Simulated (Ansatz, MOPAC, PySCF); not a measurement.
Two conformers of C4H4BrF (SMILES FC=C=CCBr), B3LYP-D3(BJ)/def2-TZVP minima.
Conformer 1 (charge 0, multiplicity 1):
```xyz
10

F     -3.010     0.625     0.202
C     -2.079    -0.208    -0.322
C     -0.866    -0.270     0.135
C      0.365    -0.355     0.555
C      1.467     0.496     0.028
Br     2.813    -0.622    -0.910
H     -2.465    -0.799    -1.142
H      0.629    -1.069     1.330
H      2.025     0.982     0.823
H      1.120     1.221    -0.699
```
Conformer 2 (charge 0, multiplicity 1):
```xyz
10

F      2.83892     0.38165     0.94696
C      2.07120    -0.19222    -0.00940
C      0.79698    -0.38204     0.14449
C     -0.47938    -0.59751     0.26220
C     -1.59446     0.32686    -0.11809
Br    -1.01346     2.00157    -0.94322
H      2.63756    -0.45714    -0.89209
H     -0.82142    -1.54110     0.68770
H     -2.25982    -0.14845    -0.83663
H     -2.17611     0.60837     0.75809
```

No zero-point or thermal terms.

Rows in STO-3G carry no dispersion term and start afresh at each structure; the Pople sets are all-electron and without relativity. The state that AM1 reach isn't checked.

Codes used: Ansatz (Gaussian basis) for Hartree–Fock, density functionals and correlated methods; MOPAC for AM1 (differences of heats of formation); PySCF for STO-3G rows, the dispersion terms. 

### Question
One of these levels gives 42.0 meV for the electronic energy of conformer 2 less that of conformer 1. Name it.
(A) AM1
(B) HF/STO-3G
(C) BLYP-D3(BJ)/def2-TZVPP
(D) PBE-D4/def2-TZVPP

### Answer
A, AM1. The others give 27.5 (HF/STO-3G), 77.6 (PBE-D4/def2-TZVPP), 96.1 (BLYP-D3(BJ)/def2-TZVPP)

Ansatz is a quantum-chemistry and plane-wave program.
